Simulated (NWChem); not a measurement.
System: C3H4O2S; SMILES C#CS(C)(=O)=O

The following NWChem deck was run.

```
start job
memory heap 200 mb stack 900 mb global 1100 mb
geometry units angstroms noautosym nocenter noautoz
  C      0.018998     2.557764     0.000000
  C     -0.024536     1.350102     0.000000
  S     -0.162493    -0.386855     0.000000
  C      1.569180    -0.883521     0.000000
  O     -0.761760    -0.785516    -1.274580
  O     -0.761760    -0.785516     1.274580
  H      0.058692     3.624998     0.000000
  H      2.051487    -0.502985     0.902444
  H      1.569883    -1.976988     0.000000
  H      2.051487    -0.502985    -0.902444
end
basis spherical
  * library def2-svp
end
dft
  xc b3lyp
  iterations 150
end
property
  response 1 0.0773
end
task dft property
```

Coordinates come from a B3LYP/6-31G* (spherical d) optimisation. B3LYP is NWChem's, with the RPA form of VWN correlation.

Field at 589 nm.

Give the results of this calculation. (B3LYP/def2-SVP.) Quantities: isotropic polarisability (bohr³); anisotropy (bohr³).

The isotropic polarisability (bohr³) comes out as 52.3. The anisotropy (bohr³) is 30.5.
